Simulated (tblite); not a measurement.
Species: C₃H₉NO₂Si₂.
SMILES with atom numbers: `[CH3:1]/[C:2]([CH:3]=[O:4])=[N:5]/[SiH2:6][O:7][SiH3:8]` (hydrogens: H9, H10, H11 on C1; H12 on C3; H13, H14 on Si6; H15, H16, H17 on Si8)

Computed geometry: GFN2-xTB, gas phase.

Give the optimised bond lengths and angles.

```
                     bond  length (pm)
                    C1–C2        149.3
                    C2–C3        150.1
                    C3=O4        120.2
                    C2=N5        125.7
                   N5–Si6        171.1
                   Si6–O7        162.4
                   O7–Si8        161.8
    C1–H9, C1–H10, C1–H11        108.8
                   C3–H12        110.4
         Si6–H13, Si6–H14        145.6
Si8–H15, Si8–H16, Si8–H17        146.2
```

Bonds in one row agree within 1 pm and their mean is given. A selection of angles:
```
      angle  degrees
   C2–C1–H9    109.4
  C2–C1–H11    110.5
  H9–C1–H10    107.2
  H9–C1–H11    110.3
   C1–C2–C3    115.6
   C1–C2–N5    121.8
   C3–C2–N5    122.6
   C2–C3–O4    124.5
  C2–C3–H12    113.3
  O4–C3–H12    122.3
  C2–N5–Si6    140.6
  N5–Si6–O7    118.2
 N5–Si6–H13    103.8
 O7–Si6–H13    107.0
H13–Si6–H14    117.7
 Si6–O7–Si8    174.3
 O7–Si8–H15    106.0
 O7–Si8–H16    107.6
H15–Si8–H16    112.3
```

Dihedral angles: C1–C2–C3–O4 0° (synperiplanar); C1–C2–N5–Si6 180° (antiperiplanar); C2–N5–Si6–O7 1° (synperiplanar). The mirror-image conformer, all signs reversed, is as good.

Si6 (oxygen-bound silicon) is distorted tetrahedral (angles from 103.8° to 118.2°). The 8 heavy atoms lie in one plane (0.020 Å rms). Of the pairs four or more bonds apart, Si6···H12 is among the closest relative to their van der Waals radii: 2.98 Å, 90 % of the sum of Bondi's values. Si8 (oxygen-bound silicon) is distorted tetrahedral (angles from 106.0° to 112.3°). O7 (siloxane oxygen) is almost linear (angle 174.3°).

Point group: near Cs, missed by 0.20 Å at most; the miss may be what the optimiser left on a soft mode. Its GFN2-xTB frequencies are all real (lowest 19 cm⁻¹). The numbers are those of one conformer.
